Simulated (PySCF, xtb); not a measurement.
Ge(I)(NH2) (GeH2IN), SMILES [NH2][Ge][I] (connectivity only; charge and spin as stated), neutral, multiplicity 1. The values are those of a single conformer.

Harmonic wavenumbers (cm⁻¹) from GFN2-xTB (xtb) at its own minimum, in rising order: 174, 251, 369, 469, 590, 637, 1485, 3426, 3464.

What does r2SCAN-D4/def2-SVP run with PySCF give at its own minimum? (The exact figures need the calculation; the answer reports its results.)

176, 225, 459, 505, 689, 726, 1506, 3529, 3653. Paired by order, the mean absolute difference is 73 cm⁻¹ and the zero-point energies are 15.5 and 16.4 kcal/mol.
